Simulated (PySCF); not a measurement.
C₄H₁₀OSi, SMILES C([C@H]1CC[SiH2]1)O. Atoms are numbered in the order given.

```xyz
16

O      2.4961     1.0580    -0.4349
C      1.7388    -0.1145    -0.1699
C      0.3402     0.1772     0.3481
C     -0.6644     0.8680    -0.6349
C     -2.0232     0.2951    -0.1264
Si    -1.0144    -1.1593     0.5885
H      2.0046     1.5646    -1.1073
H      2.3153    -0.6842     0.5894
H      1.6673    -0.7722    -1.0743
H      0.4113     0.7813     1.2800
H     -0.4710     0.5048    -1.6696
H     -0.6058     1.9783    -0.6626
H     -2.8105     0.1373    -0.8877
H     -2.4423     0.9196     0.6894
H     -1.3166    -1.7113     1.9583
H     -0.8672    -2.3076    -0.3774
```
Charge 0, spin multiplicity 1.

Geometry optimised at PBE-D3(BJ)/def2-SVP. The structure was generated by enumeration; whether it is a known compound was not checked. The values are those of a single conformer.

Two levels are set side by side: PBE/pcSseg-1 (PySCF) and PBE0/pcSseg-1 (PySCF). GIAO shifts against H2O (¹⁷O), TMS (²⁹Si), TMS (¹H), TMS (¹³C) at the same level; non-relativistic, no solvent, atoms listed together averaged. Differences are taken from unrounded values.

| quantity | PBE0 |
|---|---|
| δ(¹⁷O) of O1 (ppm) | 53.0 |
| δ(¹³C) of C2 (ppm) | 73.2 |
| δ(¹³C) of C3 (ppm) | 35.8 |
| δ(¹³C) of C4 (ppm) | 32.9 |
| δ(¹³C) of C5 (ppm) | 11.5 |
| δ(²⁹Si) of Si6 (ppm) | -25.4 |
| δ(¹H) of H7 (ppm) | 0.81 |
| δ(¹H) of H8, H9 (ppm) | 4.10 |
| δ(¹H) of H10 (ppm) | 2.51 |

Problem. What does PBE give, and how far is it from PBE0? (An estimate is asked for; the answer gives what the named calculation found.)

Solution. 
```json
[
 {"quantity": "δ(¹⁷O) of O1 (ppm)", "PBE": "65.3", "PBE minus PBE0": "12.2"},
 {"quantity": "δ(¹³C) of C2 (ppm)", "PBE": "77.1", "PBE minus PBE0": "3.9"},
 {"quantity": "δ(¹³C) of C3 (ppm)", "PBE": "38.2", "PBE minus PBE0": "2.4"},
 {"quantity": "δ(¹³C) of C4 (ppm)", "PBE": "35.2", "PBE minus PBE0": "2.3"},
 {"quantity": "δ(¹³C) of C5 (ppm)", "PBE": "12.6", "PBE minus PBE0": "1.1"},
 {"quantity": "δ(²⁹Si) of Si6 (ppm)", "PBE": "-28.0", "PBE minus PBE0": "-2.6"},
 {"quantity": "δ(¹H) of H7 (ppm)", "PBE": "0.71", "PBE minus PBE0": "-0.10"},
 {"quantity": "δ(¹H) of H8, H9 (ppm)", "PBE": "4.27", "PBE minus PBE0": "0.18"},
 {"quantity": "δ(¹H) of H10 (ppm)", "PBE": "2.58", "PBE minus PBE0": "0.08"}
]
```

Rough cost on one machine, each run with all the roots and properties that it gave: PBE0 against PBE within a factor of 2.
